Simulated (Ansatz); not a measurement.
Abridged output of a molecular run in Ansatz:

```
Functional definition: HF
1107 factors; integrals over basis functions are off by at most 1.3e-3 eV
mean field evaluation 1: about -64348.1490 eV, gradient 5.0e1 eV
mean field evaluation 2: about -64348.1976 eV, gradient 5.0e1 eV
mean field evaluation 4: about -64352.8627 eV, gradient 3.3e0 eV
mean field evaluation 8: about -64352.9020 eV, gradient 2.2e-1 eV
mean field -64352.90217833 eV, -2364.9255350897 hartree, gradient 1.1e-6 eV, S^2 0.000000; 0 other end points of the search recorded, 0 dependent functions left out
13 core orbitals not correlated: weight in the atoms' cores, before any rotation towards them, 1.000 or more for the frozen orbitals, at most 0.000 for the correlated occupied ones
reference -64352.90217833 eV, -2364.9255350897 hartree; 21, 21 occupied and 79, 79 virtual orbitals, 1107 factors
second order -25.39453542 eV of doubles, -0.00000000 eV of singles
cycle   1  -25.19293543 eV  change    2.0e-1 eV  update   1.1e-1
cycle   2  -25.78016159 eV  change   -5.9e-1 eV  update   3.1e-2
cycle   3  -25.91762802 eV  change   -1.4e-1 eV  update   1.5e-2
cycle   4  -25.90879737 eV  change    8.8e-3 eV  update   3.0e-3
cycle   5  -25.90771611 eV  change    1.1e-3 eV  update   1.3e-3
cycle   6  -25.90817678 eV  change   -4.6e-4 eV  update   3.8e-4
cycle   7  -25.90797613 eV  change    2.0e-4 eV  update   1.2e-4
cycle   8  -25.90792731 eV  change    4.9e-5 eV  update   3.7e-5
cycle   9  -25.90792512 eV  change    2.2e-6 eV  update   1.1e-5
perturbative correction -0.58707562 eV, -0.0215746313 hartree
Total energy: -64379.39717907 eV, -2365.8992084080 hartree
```

Its atoms:

Z-matrix (Å, degrees):
```
C
Ge 1 1.916
H 1 1.089 2 109.8
H 1 1.090 2 109.3 3 -120.2
H 1 1.090 2 109.4 3 120.1
O 2 1.755 1 109.6 3 172.2
O 2 1.764 1 115.8 3 -64.3
F 2 1.742 1 110.2 3 52.7
H 6 0.961 2 112.7 1 164.7
H 7 0.961 2 111.7 1 113.3
```

(1) Which basis set was used?
A. def2-TZVPP
B. def2-SVP
C. cc-pV(T+d)Z
D. def2-TZVPPD

(2) Write the keys of the input that set method, charge and spin (a neutral closed shell needs none for the last two).

Answers

(1) B. It gives 113 functions.

(2) 
```yaml
correlation: {method: ccsd_t}
```
